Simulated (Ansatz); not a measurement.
Ansatz (a program for electronic structure) input:

Ansatz 0.2 input:
```yaml
crystal:
  periodic: [false, false, false]
  atoms:
    - {symbol: Si, position_ang: [-0.85606302, -0.09458915, -0.52043049]}
    - {symbol: C, position_ang: [-1.01624196, 1.63905494, -0.35050074]}
    - {symbol: C, position_ang: [-1.96639716, -1.12809289, 0.62337585]}
    - {symbol: O, position_ang: [0.70006923, -0.74998420, -0.14078444]}
    - {symbol: Si, position_ang: [1.91160155, 0.21389504, 0.35877067]}
    - {symbol: H, position_ang: [-1.02839410, -0.61574353, -1.92014804]}
    - {symbol: H, position_ang: [-0.75943855, 2.33407474, -1.14394707]}
    - {symbol: H, position_ang: [-1.30138267, 2.10761570, 0.58736678]}
    - {symbol: H, position_ang: [-1.65875224, -2.17735917, 0.64850981]}
    - {symbol: H, position_ang: [-1.90410085, -0.73700868, 1.64390371]}
    - {symbol: H, position_ang: [-3.01208475, -1.07601805, 0.31027285]}
    - {symbol: H, position_ang: [3.07777270, -0.70318975, 0.59051842]}
    - {symbol: H, position_ang: [1.70551295, 0.91040367, 1.65782474]}
    - {symbol: H, position_ang: [2.39860881, 1.22104366, -0.62203913]}
basis:
  gaussian:
    orbitals: def2-TZVPD
hamiltonian:
  xc: {name: revPBE}
total_charge: -1
output: {forces: true}
```

Task: What final total energy does it print?

Result: -735.82824 Eh (revPBE/def2-TZVPD). The basis has 281 functions.

It need not be the lowest isomer of its formula. Whether it binds its extra electron was not tested at this geometry.
